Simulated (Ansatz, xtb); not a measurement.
Relative energy of two structures of GeH3KSi

Structure X is a triplet given by its coordinates and structure Y is a singlet given by its coordinates. Both are isolated molecules in the gas phase, relaxed with BLYP-D3(BJ)/def2-SVP.

X (Å):

```xyz
6

Ge   -2.0762    2.2387    0.3642
K     1.1066    1.9650    0.0220
Si   -1.6669    0.9449   -1.7411
H    -2.1681   -0.4843   -1.7970
H    -0.1568    0.7433   -2.0207
H    -2.1265    1.5621   -3.0468
```

Close contacts (Å): Ge1–K2 3.21, Ge1–Si3 2.50, K2–Si3 3.44, K2–H5 2.69, Si3–H4 1.52, Si3–H5 1.55, Si3–H6 1.52.

Y (Å):

```xyz
6

Ge   -2.1581    1.5828    0.0883
K     0.6546   -0.1123   -0.0485
Si   -1.7059    1.1726   -2.1519
H    -2.6654    0.5082   -3.1106
H    -0.5280    1.6411   -2.9948
H    -0.6492    2.2812    0.1582
```

Close contacts (Å): Ge1–K2 3.29, Ge1–Si3 2.32, K2–Si3 3.41, Ge1–H6 1.66, K2–H6 2.73, Si3–H4 1.51, Si3–H5 1.52.

**Question.** Estimate which is lower in electronic energy at CCSD(T)/def2-TZVPP, and by roughly how much.

**Answer.** The CCSD(T)/def2-TZVPP calculation puts structure Y lower, by 27.0 kJ/mol.

Level by level:

```csv
level,geometry,E(Y) − E(X) (kJ/mol),departure from the last row (kJ/mol),"job, with rough time for the two"
BLYP-D3(BJ)/def2-SVP,BLYP-D3(BJ)/def2-SVP,−38.8,−11.8,"optimisation, 8.3 min"
HF/def2-TZVPP,BLYP-D3(BJ)/def2-SVP,+77.0,+104.0,part of the CCSD(T) run
MP2/def2-TZVPP,BLYP-D3(BJ)/def2-SVP,−25.1,+1.9,part of the CCSD(T) run
CCSD(T)/def2-TZVPP,BLYP-D3(BJ)/def2-SVP,−27.0,,"single point, 6.4 min"
```

HF/def2-TZVPP puts the two in the other order. The largest departure from CCSD(T)/def2-TZVPP is that of HF/def2-TZVPP, 104.0 kJ/mol. Levels run at GFN2-xTB geometries aren't shown. The triplet state of X needn't be its ground state.

With harmonic frequencies from BLYP-D3(BJ)/def2-SVP (ideal gas, rigid rotor, one conformer each, 298.15 K, 1 atm): the zero-point term adds −4.5 kJ/mol; ΔH is −31.4 and ΔG −28.3 kJ/mol.

Open shells are spin-unrestricted. The correlated steps freeze 19 core orbitals; the filled d shell of Ge is correlated; the last core shell of K is correlated, in a basis made for valence electrons. ΔG holds the spin degeneracy. Mirror images aren't counted in ΔG. Codes used: Ansatz 0.2.0; the last row on 2 threads of Intel(R) Xeon(R) Processor @ 2.50GHz (Skylake/Cascade Lake) on a shared host.
